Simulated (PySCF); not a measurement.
A structure optimised at PBE-D3(BJ)/def2-SVP, used in a PySCF frequency run:

```xyz
9

Te     0.4308    -0.2991     0.8231
Si    -0.0172    -2.1170    -0.8641
H      0.4949    -3.3968    -0.2654
H      0.6985    -1.8409    -2.1585
H     -1.4897    -2.2437    -1.1464
Ge    -0.6076     1.4744    -0.7499
H     -0.4968     2.8336    -0.0151
H      0.1743     1.5221    -2.0890
H     -2.0954     1.1353    -1.0300
```
Charge 0, spin multiplicity 1.

Problem. Write its SMILES and formula.

Solution. [SiH3][Te][GeH3], GeH₆SiTe

Problem. What are its rotational constants (standard atomic weights)?

Solution. 3.0923, 1.3102, 0.94168 GHz
